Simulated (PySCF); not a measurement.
SCF from a fresh guess for singlet Ta2Se, at the PBE0 minimum. PySCF input:

```python
from pyscf import gto, scf, dft
mol = gto.M(atom='''
Se     0.066330     0.000000    -1.799480
Ta     1.078960    -0.000000     0.437630
Ta    -1.108260     0.000000     0.357000''',
    basis={'Se': 'def2-TZVP', 'Ta': 'def2-TZVP'},
    ecp={'Ta': 'def2-TZVP'},
    charge=0, spin=0)
mf = dft.RKS(mol, xc='PBE')
mf.grids.atom_grid = (50, 194)
aux = {'Se': 'def2-universal-JKFIT', 'Ta': 'def2-universal-JKFIT'}
mf = mf.density_fit(auxbasis=aux)
mf.conv_tol = 1e-08
mf.diis_space = 10
mf.max_cycle = 60
mf.init_guess = 'minao'
mf.verbose = 4
mf.kernel()
```

Excerpt of the output (cycles and frontier levels):

```
init E= -2475.23962760243
  HOMO = -0.577062759519677  LUMO = -0.518915284308842  gap/eV = 1.58227
cycle= 1 E= -2513.31985609493  delta_E= -38.1  |g|= 2.57  |ddm|= 16.9
  HOMO = 0.0530900276702048  LUMO = 0.0580625798218849  gap/eV = 0.13531
cycle= 2 E= -2502.39218423788  delta_E= 10.9  |g|= 5.34  |ddm|= 49.2
  HOMO = -0.132658409296564  LUMO = -0.128233330408619  gap/eV = 0.12041
cycle= 3 E= -2515.06015306229  delta_E= -12.7  |g|= 0.718  |ddm|= 49.2
  HOMO = -0.137800938331736  LUMO = -0.107983528500682  gap/eV = 0.81137
cycle= 4 E= -2514.7395310529  delta_E= 0.321  |g|= 1.18  |ddm|= 1.95
  HOMO = -0.125568629640215  LUMO = -0.0940185711066777  gap/eV = 0.85852
cycle= 5 E= -2515.20386493289  delta_E= -0.464  |g|= 0.221  |ddm|= 1.14
  HOMO = -0.136100452119192  LUMO = -0.10456849807687  gap/eV = 0.85803
cycle= 6 E= -2515.22392375741  delta_E= -0.0201  |g|= 0.0792  |ddm|=  0.3
  HOMO = -0.135195317681216  LUMO = -0.104511482205863  gap/eV = 0.83495
cycle= 7 E= -2515.19674499724  delta_E= 0.0272  |g|= 0.337  |ddm|= 0.296
  HOMO = -0.134619761513843  LUMO = -0.10469454894782  gap/eV = 0.81431
cycle= 8 E= -2515.22512819588  delta_E= -0.0284  |g|= 0.0193  |ddm|= 0.261
  HOMO = -0.13517835871082  LUMO = -0.104866550458166  gap/eV = 0.82483
cycle= 9 E= -2515.22525058191  delta_E= -0.000122  |g|= 0.00585  |ddm|= 0.0221
  HOMO = -0.13536577768259  LUMO = -0.104913031700458  gap/eV = 0.82866
cycle= 10 E= -2515.22525668398  delta_E= -6.1e-06  |g|= 0.00198  |ddm|= 0.00649
  HOMO = -0.135357213639862  LUMO = -0.104955782225536  gap/eV = 0.82727
cycle= 11 E= -2515.22525775088  delta_E= -1.07e-06  |g|= 0.000677  |ddm|= 0.00194
  HOMO = -0.135369747692501  LUMO = -0.104964721748417  gap/eV = 0.82736
cycle= 12 E= -2515.22525793429  delta_E= -1.83e-07  |g|= 5.02e-05  |ddm|= 0.000861
  HOMO = -0.135371552767667  LUMO = -0.104966531233556  gap/eV = 0.82736
cycle= 13 E= -2515.22525793501  delta_E= -7.23e-10  |g|= 1.1e-05  |ddm|= 7.22e-05
  HOMO = -0.135369314159892  LUMO = -0.10496522580883  gap/eV = 0.82734
Extra cycle  E= -2515.22525793472  delta_E= 2.9e-10  |g|= 3.45e-05  |ddm|= 4.4e-05
converged SCF energy = -2515.22525793472
```

No lower solution of this spin was found by a stability analysis within the restricted form, which does not test spin polarisation.

At the minimum of this search the closed-shell solution is unstable towards spin polarisation, so a lower open-shell solution exists. With an element this heavy the missing spin–orbit coupling can shift these numbers.

The search for the lowest solution, with the stability check, took 22 s on 4 threads of a shared Intel Xeon @ 2.50GHz (Skylake/Cascade Lake) host, with 128 basis functions; the process peaked at 0.31 GiB. Launch command: `OMP_NUM_THREADS=4 python axn.py task.json out`.
